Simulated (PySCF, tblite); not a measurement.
Isomers of C6H9F2O (doublet state), one GFN2-xTB conformer each. Single-point energies are computed at B3LYP/pcH-1 (PySCF, gas phase, no added dispersion term), electronic only. GFN2-xTB treats the open shell by occupation alone, and not every SCF solution was tested for stability.

Problem. Rank them by B3LYP/pcH-1 energy, lowest first (kcal/mol).
A. `[CH2:1]=[C:2]([CH2:3][F:4])[C:5]([CH2:6][OH:7])[CH2:8][F:9]` (doublet state) with C1–C2–C3–F4 -7°, C1–C2–C5–C6 -179°, C2–C5–C6–O7 -69°, C5–C6–O7–H -64°, C2–C5–C8–F9 142°
B. `[CH2:1]=[C:2]([CH3:3])[O:4][CH2:5][C:6]([F:7])[CH2:8][F:9]` (doublet state) with C1–C2–O4–C5 0°, C2–O4–C5–C6 175°, O4–C5–C6–F7 128°, C5–C6–C8–F9 -71°
C. `[CH3:1][C:2]([CH2:3][F:4])/[C:5](=[CH:6]\[F:7])[CH2:8][OH:9]` (doublet state) with C1–C2–C3–F4 128°, C1–C2–C5–C6 -5°, C2–C5–C8–O9 92°, C5–C8–O9–H -67°

Solution. C (0.0), A (3.2), B (11.5).

As drawn, the lowest has an O–H bond, which the highest lacks. Neighbours under 5.0 kcal/mol apart (C[C](CF)/C(=C\F)CO and C=C(CF)[C](CO)CF) can change places with a better method, another conformer or zero-point energy. GFN2-xTB itself gives, in the same order: 0.0, 5.6, 14.1. Both levels put the same isomer lowest; measured from each level's own lowest isomer, the values differ by up to 2.6 kcal/mol (C=C(C)OC[C](F)CF: 14.1 against 11.5).

Problem. What happens when harmonic zero-point energies from GFN2-xTB frequencies are added?

Solution. 
| SMILES | ZPE (kcal/mol) | electronic (kcal/mol) | with ZPE (kcal/mol) |
| --- | --- | --- | --- |
| C[C](CF)/C(=C\F)CO | 86.4 | 0.0 | 0.0 |
| C=C(CF)[C](CO)CF | 85.9 | 3.2 | 2.8 |
| C=C(C)OC[C](F)CF | 85.2 | 11.5 | 10.3 |

The zero-point energies span 1.2 kcal/mol. The order is unchanged.
